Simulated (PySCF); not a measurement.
## Spinor energies of I(2+) (iodine, charge +2)

Start: [Kr] 4d10 5s1 5p4; 5s1/2 filled at m_j = +1/2; 5p1/2 filled at m_j = +1/2; 5p3/2 filled at m_j = -1/2, +1/2, +3/2. Calculated with PySCF 2.14 in x2c-TZVPall-2c with one added diffuse shell each of s, p, d, f type (9s10p6d3f, 90 functions): generalised Hartree-Fock with the X2C-1e Hamiltonian and a Gaussian nucleus; one run each with spin-orbit coupling (SO) switched off, then screened by Boettger's factors. This is a chosen level, not necessarily the ground level.

```json
{"spinor shell": "1s1/2", "electrons": "2", "ε, spin-free (eV)": "-33356.0", "ε, screened SO (eV)": "-33352.1", "weight of nominal j (screened SO)": "1.000", "rms radius, screened SO (bohr)": "0.0311"}
{"spinor shell": "2s1/2", "electrons": "2", "ε, spin-free (eV)": "-5271.7", "ε, screened SO (eV)": "-5270.5", "weight of nominal j (screened SO)": "1.000", "rms radius, screened SO (bohr)": "0.127"}
{"spinor shell": "2p1/2", "electrons": "2", "ε, spin-free (eV)": "-4726.8", "ε, screened SO (eV)": "-4934.5", "weight of nominal j (screened SO)": "1.000", "rms radius, screened SO (bohr)": "0.109"}
{"spinor shell": "2p3/2", "electrons": "4", "ε, spin-free (eV)": "-4726.8", "ε, screened SO (eV)": "-4633.0", "weight of nominal j (screened SO)": "1.000", "rms radius, screened SO (bohr)": "0.115"}
{"spinor shell": "3s1/2", "electrons": "2", "ε, spin-free (eV)": "-1124.0", "ε, screened SO (eV)": "-1123.6", "weight of nominal j (screened SO)": "1.000", "rms radius, screened SO (bohr)": "0.334"}
{"spinor shell": "3p1/2", "electrons": "2", "ε, spin-free (eV)": "-943.26", "ε, screened SO (eV)": "-983.39", "weight of nominal j (screened SO)": "1.000", "rms radius, screened SO (bohr)": "0.327"}
{"spinor shell": "3p3/2", "electrons": "4", "ε, spin-free (eV)": "-943.26", "ε, screened SO (eV)": "-924.84", "weight of nominal j (screened SO)": "1.000", "rms radius, screened SO (bohr)": "0.338"}
{"spinor shell": "3d3/2", "electrons": "4", "ε, spin-free (eV)": "-672.95", "ε, screened SO (eV)": "-679.89", "weight of nominal j (screened SO)": "1.000", "rms radius, screened SO (bohr)": "0.311"}
{"spinor shell": "3d5/2", "electrons": "6", "ε, spin-free (eV)": "-672.95", "ε, screened SO (eV)": "-667.82", "weight of nominal j (screened SO)": "1.000", "rms radius, screened SO (bohr)": "0.314"}
{"spinor shell": "4s1/2", "electrons": "2", "ε, spin-free (eV)": "-232.53", "ε, screened SO (eV)": "-232.32", "weight of nominal j (screened SO)": "1.000", "rms radius, screened SO (bohr)": "0.788"}
{"spinor shell": "4p1/2", "electrons": "2", "ε, spin-free (eV)": "-173.46", "ε, screened SO (eV)": "-181.32", "weight of nominal j (screened SO)": "0.999", "rms radius, screened SO (bohr)": "0.825"}
{"spinor shell": "4p3/2", "electrons": "4", "ε, spin-free (eV)": "-173.46", "ε, screened SO (eV)": "-169.66", "weight of nominal j (screened SO)": "0.999", "rms radius, screened SO (bohr)": "0.853"}
{"spinor shell": "4d3/2", "electrons": "4", "ε, spin-free (eV)": "-84.203", "ε, screened SO (eV)": "-85.234", "weight of nominal j (screened SO)": "0.971", "rms radius, screened SO (bohr)": "0.985"}
{"spinor shell": "4d5/2", "electrons": "6", "ε, spin-free (eV)": "-84.203", "ε, screened SO (eV)": "-83.233", "weight of nominal j (screened SO)": "0.981", "rms radius, screened SO (bohr)": "0.991"}
{"spinor shell": "5s1/2", "electrons": "1", "ε, spin-free (eV)": "-46.391", "ε, screened SO (eV)": "-46.242", "weight of nominal j (screened SO)": "1.000", "rms radius, screened SO (bohr)": "2.01"}
{"spinor shell": "5p3/2", "electrons": "3", "ε, spin-free (eV)": "-29.739", "ε, screened SO (eV)": "-31.065", "weight of nominal j (screened SO)": "0.595", "rms radius, screened SO (bohr)": "2.32"}
{"spinor shell": "5p1/2", "electrons": "1", "ε, spin-free (eV)": "-29.739", "ε, screened SO (eV)": "-26.098", "weight of nominal j (screened SO)": "0.565", "rms radius, screened SO (bohr)": "2.44"}
```

```json
{"quantity": "E (hartree)", "spin-free": "-7110.24247", "screened SO": "-7112.39331"}
{"quantity": "M_J", "spin-free": "5/2", "screened SO": "5/2"}
{"quantity": "⟨J²⟩", "spin-free": "8.764", "screened SO": "8.766"}
{"quantity": "⟨L²⟩", "spin-free": "2.005", "screened SO": "2.095"}
{"quantity": "⟨S²⟩", "spin-free": "3.759", "screened SO": "3.728"}
```

Each row is a mean over spinors that exchange with the open shell spreads, by up to 1.327 eV (5p3/2).

Rows whose weight is well below 1 are mixtures of j = l ± 1/2: exchange outweighs spin-orbit coupling there, and the label is only the starting occupation.

Breit and QED terms are absent; they matter most for the inner s and p1/2 levels.

Densities and radii are taken from the X2C orbitals without a picture-change correction, which distorts them close to the nucleus.

Without spin-orbit coupling the j labels of p, d and f shells carry no meaning; the spin-free column gives the mean over the occupied spinors of each nl shell.
